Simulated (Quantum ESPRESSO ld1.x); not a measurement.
Question: The mean radii <r> (bohr) of the occupied orbitals of an atom or ion are listed with their occupations. Calculated with ld1.x of Quantum ESPRESSO 7.5: Dirac Kohn-Sham, LDA (Slater exchange, Perdew-Zunger correlation), spin-unpolarised, spherical densities, point nucleus.

| orbital | occ. | <r> |
|---|---|---|
| 1s1/2 | 2 | 0.02845 |
| 2s1/2 | 2 | 0.1223 |
| 2p1/2 | 2 | 0.1033 |
| 2p3/2 | 4 | 0.1088 |
| 3s1/2 | 2 | 0.3306 |
| 3p1/2 | 2 | 0.3209 |
| 3p3/2 | 4 | 0.3323 |
| 3d3/2 | 4 | 0.3031 |
| 3d5/2 | 6 | 0.3067 |
| 4s1/2 | 2 | 0.7794 |
| 4p1/2 | 2 | 0.8140 |
| 4p3/2 | 4 | 0.8404 |
| 4d3/2 | 3.2 | 0.9451 |
| 4d5/2 | 4.8 | 0.9544 |

Name the element and its charge. Open shells, if any, are shared by 2j + 1.

Answer: Z = 51, antimony, charge +7: Sb7+ in [Kr] 4d8. The 1s radius gives Z: for a bare nucleus <r> = (2 gamma + 1)/(2Z) with gamma = sqrt(1 - (Z/c)^2), 0.028 bohr for Z = 51, and screening makes it slightly larger (0.02845 here). The occupations add up to 44, and the charge is Z minus that.
